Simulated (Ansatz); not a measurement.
`[NH2][Ge]([OH])([F])[Cl]` → `[F][Ge][Cl]` + `NO` at 700 K and 1 bar (germylene formation by 1,1-elimination).

Program: Ansatz. Geometries: PBE0-D4/def2-TZVP. ΔE: electronic, gas phase. CCSD(T)/CBS is the MP2 limit (def2-TZVPP, def2-QZVPP) plus CCSD(T) − MP2 in def2-TZVPP, frozen cores. This one scheme is used for every species. For Ge outer-core shells are correlated without core-valence functions, which leaves a few kJ/mol of doubt a bond. Scalar relativity is left out up to krypton. One conformer a species, not always the lowest.

```json
{"species": "`[NH2][Ge]([OH])([F])[Cl]`", "CCSD(T)/CBS energy (Eh)": "-2767.50198", "H − E (kJ/mol)": "189.9", "S (J/(mol·K))": "469.5"}
{"species": "`[F][Ge][Cl]`", "CCSD(T)/CBS energy (Eh)": "-2635.75718", "H − E (kJ/mol)": "42.1", "S (J/(mol·K))": "335.3"}
{"species": "`NO`", "CCSD(T)/CBS energy (Eh)": "-131.61350", "H − E (kJ/mol)": "139.8", "S (J/(mol·K))": "279.5"}
```

H − E and S are ideal-gas, rigid-rotor, harmonic terms from PBE0-D4/def2-TZVP, for one conformer and one mirror image of each species. 1 Eh = 2625.50 kJ/mol, R = 8.31446 J/(mol·K).

Task: By hand: ΔE, ΔH, ΔS and ΔG.

Result: ΔE = (-2635.75718) + (-131.61350) − (-2767.50198) = 0.13130 Eh = 344.7 kJ/mol. Δ(H − E) = 42.1 + 139.8 − 189.9 = -8.0, so ΔH = 336.7 kJ/mol. ΔS = 335.3 + 279.5 − 469.5 = 145.3 J/(mol·K). ΔG = 336.7 − 700 × (145.3)/1000 = 235.0 kJ/mol.

Task: By hand: the equilibrium constant, and the temperature at which ΔG would vanish if ΔH and ΔS stayed fixed.

Result: log₁₀ K = −ΔG/(RT ln 10) = -17.5. ΔG = 0 at ΔH/ΔS = 2317 K.

The number of gas molecules changes by +1, which sets the sign of ΔS. A doubt of 5 kJ/mol in ΔE shifts log₁₀ K by 0.4 here. Other conformers and mirror images would add mixing entropy, several J/(mol·K) or more a flexible species. These are equilibria of isolated gas molecules and say nothing of rates. Largest T1 diagnostic: 0.014 (customary marks: 0.02 for closed shells, 0.045 for open ones).
